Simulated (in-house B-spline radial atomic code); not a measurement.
**How G0W0 and RPA depend on the start: Fe16+**

Configuration [He] 2s2 2p6. Computed with an all-electron radial atomic-structure program (B-spline basis): all electrons, scalar-relativistic (spin-free one-electron X2C), finite nucleus, each spin shell either full or empty, empty states to l = 9 with an (l + 1/2)⁻⁴ tail; G0W0 by contour deformation at full frequency.

| start | mean-field 2p (eV) | G0W0 (eV) | QP weight | RPA correlation (Eh) |
| --- | --- | --- | --- | --- |
| Hartree-Fock | -1268.21 | -1266.70 | 0.995 | -0.6144 |
| PBE | -1219.45 | ? | ? | ? |
| r2SCAN | -1224.97 | -1266.38 | 0.994 | -0.63723 |
| CAM-B3LYP | -1231.66 | -1266.53 | 0.994 | -0.63608 |
| LC-wPBE | -1225.33 | ? | ? | ? |

Task: What G0W0 level, weight and RPA correlation energy follow from the LC-wPBE start?

Result: G0W0 level -1266.63 eV, weight 0.994, RPA correlation -0.63954 hartree.

Task: What G0W0 level, weight and RPA correlation energy follow from the PBE start?

Result: G0W0 level -1266.51 eV, weight 0.994, RPA correlation -0.64286 hartree.

Task: How much of the dependence on the start does G0W0 remove?

Result: The mean-field levels span 48.8 eV and the G0W0 levels 0.326 eV. Against 1262.7 ± 0.7 eV (NIST, semi-empirical) the G0W0 removal energies are off by +3.68 to +4.00 eV, with spin-orbit coupling, Breit and QED terms left out.
